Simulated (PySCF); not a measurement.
Predicted microwave data (wB97X-D/def2-SVPD in PySCF (dipole) on a GFN2-xTB geometry, gas phase) for one isomer of C7H5FO:

* Rotational constants: A = 3870, B = 1223, C = 929.4 MHz
* Dipole components: |μa| = 4.11 D, |μb| = 0.69 D, |μc| = 0.00 D
* Inertial defect: 0.00 u·Å²
* κ: -0.80

Question: Which candidate fits, each taken in the one conformer that was computed?
A. `[CH:1]#[C:2]/[CH:3]=[C:4](/[CH3:5])[C:6]([F:7])=[C:8]=[O:9]` with C3–C4–C6–F7 180°
B. `[O:1]=[C:2]([F:3])[c:4]1[cH:5][cH:6][cH:7][cH:8][cH:9]1` with O1–C2–C4–C5 180° (benzoyl fluoride)
C. `[O:1]=[CH:2][c:3]1[cH:4][cH:5][cH:6][c:7]([F:8])[cH:9]1` with O1–C2–C3–C4 0°

Answer: B. It is O=C(F)c1ccccc1, an asymmetric top, point group Cs. The candidates at the same level (rigid rotor, commonest isotopes):

```
             SMILES  A (MHz)  B (MHz)  C (MHz)  μa (D)  μb (D)  μc (D)  Δ (u·Å²)  point group           rotor
     O=C(F)c1ccccc1     3870     1223    929.4    4.11    0.69    0.00      0.00           Cs  asymmetric top
     O=Cc1cccc(F)c1     3712     1119    859.9    2.00    0.52    0.00      0.00           Cs  asymmetric top
C#C/C=C(/C)C(F)=C=O     2208     1561    919.6    0.54    1.39    0.00     -3.11            –  asymmetric top
```

`C#C/C=C(/C)C(F)=C=O` has A 43 % too low; `O=Cc1cccc(F)c1` has B 9 % too low. In the right answer the mirror of this Cs structure is the ab plane, so μc vanishes by symmetry. No structure here is proved a minimum.
